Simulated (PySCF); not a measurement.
## Relaxation of singlet H₂SnS

All numbers come from PySCF, PBE0, basis Sn def2-TZVP with ECP28, S def2-TZVP, H def2-TZVP (scalar-relativistic core potentials, no spin–orbit coupling, density fitting). A (50,194) grid was used.

A hand-made trigonal planar start, of C2v symmetry, held to at least that symmetry:

```xyz
4
charge 0 multiplicity 1, angstrom
Sn    0.2271    0.3933    0.0000
S    -0.8930   -1.5466    0.0000
H     1.9471    0.3932    0.0000
H    -0.6328    1.8829    0.0000
```

At each step, columns x, y, z (Å) and Fx, Fy, Fz (eV/Å):

```
step 0  E − E(last) = 5.50 kJ/mol
Sn   0.227   0.393   0.000  -0.488  -0.843   0.000
S   -0.893  -1.547   0.000   0.361   0.626   0.000
H    1.947   0.393   0.000  -0.197   0.259   0.000
H   -0.633   1.883   0.000   0.324  -0.042   0.000
step 1  E − E(last) = 1.26 kJ/mol
Sn   0.208   0.361   0.000  -0.074  -0.129   0.000
S   -0.893  -1.546   0.000  -0.023  -0.037   0.000
H    1.920   0.430   0.000  -0.069   0.151   0.000
H   -0.587   1.878   0.000   0.165   0.015   0.000
step 2  E − E(last) = 0.06 kJ/mol
Sn   0.194   0.336   0.000   0.029   0.047   0.000
S   -0.905  -1.567   0.000  -0.051  -0.087   0.000
H    1.899   0.473   0.000  -0.004   0.029   0.000
H   -0.539   1.881   0.000   0.027   0.011   0.000
step 3  E − E(last) = 0.00 kJ/mol
Sn   0.191   0.331   0.000   0.004   0.003   0.000
S   -0.909  -1.575   0.000  -0.004  -0.004   0.000
H    1.895   0.484   0.000   0.001   0.001   0.000
H   -0.529   1.883   0.000  -0.001   0.001   0.000
step 4  E − E(last) = 0.00 kJ/mol
Sn   0.191   0.331   0.000   0.002  -0.001   0.000
S   -0.910  -1.575   0.000  -0.001   0.001   0.000
H    1.895   0.484   0.000   0.000   0.001   0.000
H   -0.529   1.883   0.000  -0.001   0.000   0.000
```

It ends at C2v with Sn–H 1.711 Å (×2), Sn–S 2.201 Å; H–Sn–H 109.8°, H–Sn–S 125.1° (×2). A frequency run shows a minimum.
